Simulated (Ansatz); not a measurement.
```yaml
crystal:
  periodic: [false, false, false]
  atoms:
    - {symbol: B, position_ang: [-1.816820, 0.266484, 0.892624]}
    - {symbol: C, position_ang: [-1.046356, 0.563932, -0.520233]}
    - {symbol: C, position_ang: [0.074614, 0.014297, -0.051736]}
    - {symbol: O, position_ang: [1.001319, -0.711926, 0.716024]}
    - {symbol: Si, position_ang: [1.811691, -0.528737, -0.238037]}
    - {symbol: H, position_ang: [-1.691796, 0.064038, 1.729277]}
    - {symbol: H, position_ang: [-3.003628, 0.809737, 0.625536]}
    - {symbol: H, position_ang: [-1.164054, 1.032743, -1.423119]}
    - {symbol: H, position_ang: [2.927657, 0.389545, -0.136079]}
    - {symbol: H, position_ang: [2.427060, -1.744205, -0.975965]}
basis:
  gaussian: {orbitals: 6-31G}
total_charge: 3
magnetization: {spin_polarized: true, initial_magnetization: 1}
hamiltonian: {xc: {name: rPW86-PBE}, dispersion: d4}
scf: {lower_state_search: off}
```

```sh
$ ansatz run in.yaml --threads 2 --pin off --events-out ev --progress --plain --max-ram 4352MiB
```

It prints (some lines left out):

```
Functional definition: rPW86-PBE
759 factors; integrals over basis functions are off by at most 2.8e-4 eV
mean field evaluation 1: about -12620.7904 eV, gradient 1.2e2 eV
mean field evaluation 2: about -12098.9395 eV, gradient 2.3e2 eV
mean field evaluation 4: about -12562.3331 eV, gradient 1.1e2 eV
mean field evaluation 8: about -12711.7251 eV, gradient 9.8e0 eV
mean field evaluation 16: about -12712.4163 eV, gradient 1.6e-2 eV
mean field evaluation 32: about -12712.4163 eV, gradient 7.7e-6 eV
mean field -12712.41629799 eV, -467.1726821659 hartree, gradient 7.7e-6 eV, S^2 0.760509; 0 other end points of the search recorded, 0 dependent functions left out
reference -12712.41639034 eV, -467.1726855595 hartree; 21, 20 occupied and 38, 39 virtual orbitals, 759 factors
Total energy: -12712.58086627 eV, -467.1787299386 hartree
Checks for a lower state left out: stability, starts, cluster_reference, orbital_swaps, neighbouring_geometries, increment
```

In this input the charge is far from anything that the molecule holds. The run converged. The result belongs to that input, not to the molecule as meant.
